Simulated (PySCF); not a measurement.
## First hyperpolarisability: SMILES Brc1ccc2[nH]ccc2c1, C$_{8}$H$_{6}$BrN

Cartesian coordinates in Å; atom numbers follow the order of the lines, from 1:
```xyz
16

Br    3.0814   -1.2211    0.2860
C     1.3721   -0.4267    0.1158
C     1.2988    0.9548   -0.1479
C     0.0666    1.5767   -0.2806
C    -1.0826    0.7927   -0.1448
N    -2.4093    1.1278   -0.2240
C    -3.1766    0.0076   -0.0194
C    -2.3658   -1.0769    0.1968
C    -1.0156   -0.6020    0.1219
C     0.2413   -1.2151    0.2531
H     2.2196    1.5313   -0.2470
H     0.0066    2.6479   -0.4853
H    -2.7666    2.0541   -0.4048
H    -4.2630    0.0689   -0.0438
H    -2.6944   -2.0958    0.3873
H     0.3290   -2.2833    0.4577
```

The calculation used PySCF, quadratic response CAM-B3LYP/aug-cc-pVDZ first hyperpolarisability, Taylor convention, gas phase. Geometry: PBE0-D3(BJ)/def2-SVP.

The calculation is non-relativistic, which matters for the atoms heavier than Zn.

Q: Give β for the processes computed.

A: In au, Taylor convention; the vector part is βᵢ = ⅓ Σⱼ (βᵢⱼⱼ + βⱼᵢⱼ + βⱼⱼᵢ); β∥ is 3/5 of the vector part along the dipole, the dipole points from − to +:
| process | λ (nm) | β vector norm | β∥ | β HRS | depolarisation ratio |
| --- | --- | --- | --- | --- | --- |
| static β(0;0,0) | ∞ | 75.5 | 45.3 | 34.4 | 3.84 |
| second harmonic β(−2ω;ω,ω) | 1907 | 76.3 | 45.8 | 35.2 | 3.57 |
| Pockels β(−ω;ω,0) | 1907 | 75.8 | 45.5 | – | – |
| second harmonic β(−2ω;ω,ω) | 1064 | 77.2 | 46.2 | 37.3 | 2.81 |
| Pockels β(−ω;ω,0) | 1064 | 76.4 | 45.8 | – | – |

Q: Which lowest excitations, dipole and polarisabilities go with it?

A: S1 4.78 eV (f = 0.031); S2 4.94 eV (f = 0.091); S3 5.24 eV (f = 0.003); dipole 4.22 D; isotropic α 124.6 au static, 125.2 au at 1907 nm, 126.5 au at 1064 nm, 127.0 au at 953.5 nm, 133.1 au at 532 nm.
